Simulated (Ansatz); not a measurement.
Total energies of C₂H₁₂InNSi (`[CH3][InH-]([CH3])[NH2+][SiH3]`).

```xyz
17

C    -2.017   -1.092   -0.422
In   -0.217   -1.121    0.791
C     1.690   -1.595   -0.132
N     0.104    1.329    0.914
Si    0.348    2.117   -0.645
H    -2.743   -0.371   -0.038
H    -1.797   -0.843   -1.462
H    -2.494   -2.075   -0.406
H    -0.373   -1.273    2.525
H     2.513   -1.083    0.372
H     1.882   -2.669   -0.063
H     1.705   -1.320   -1.189
H    -0.726    1.633    1.411
H     0.886    1.415    1.554
H     0.528    3.587   -0.507
H    -0.855    1.840   -1.461
H     1.564    1.523   -1.242
```

Total charge 0; spin multiplicity 1. Correlated methods include outer-core shells of In, which these sets cover unevenly. In takes the def2 core potential. All single points use the PBE0-D4/def2-TZVP geometry. It is one conformer, not always the lowest. Basis def2-TZVPP, Ansatz.

RPA on PBE orbitals: Hartree–Fock energy of these orbitals -615.31688 Eh, correlation -1.70706 Eh (frozen core).

| functional | energy without D4 (Eh) | D4 term (kJ/mol) |
| --- | --- | --- |
| revPBE | -617.82195 | -97.5 |
| BLYP | -617.74702 | -76.8 |
| r2SCAN | -617.84267 | -9.8 |
| B97M-V | -617.80754 | – |
| PBE0 | -617.58755 | -31.8 |
| B3LYP | -617.98809 | -58.5 |
| r2SCANh | -617.82237 | -10.5 |
| r2SCAN0 | -617.79340 | -11.6 |
| HSE06 (plane-wave form) | -617.57028 | -30.0 |
| CAM-B3LYP | -617.79384 | -32.9 |
| LC-ωPBE | -617.75172 | – |
| ωB97M-V | -617.71925 | – |
| B2PLYP | -617.41933 | – |
| PBE-QIDH | -617.28832 | – |

(1) Give the same for LDA (SPW92), PBE, BHLYP, ωB97X-V. (An estimate is asked.)

B3LYP takes the VWN-RPA correlation (the form of Gaussian; ORCA's B3LYP/G). HSE06 is the plane-wave form, built on full-range PBE exchange. The double hybrids freeze the cores in their second-order part.

## Answers

(1) The calculation gave: 
```csv
functional,energy without D4 (Eh),D4 term (kJ/mol)
LDA (SPW92),-615.12391,–
PBE,-617.53048,-36.7
BHLYP,-617.71530,-48.6
ωB97X-V,-617.78172,–
```

LC-ωPBE has ω = 0.4 bohr⁻¹.
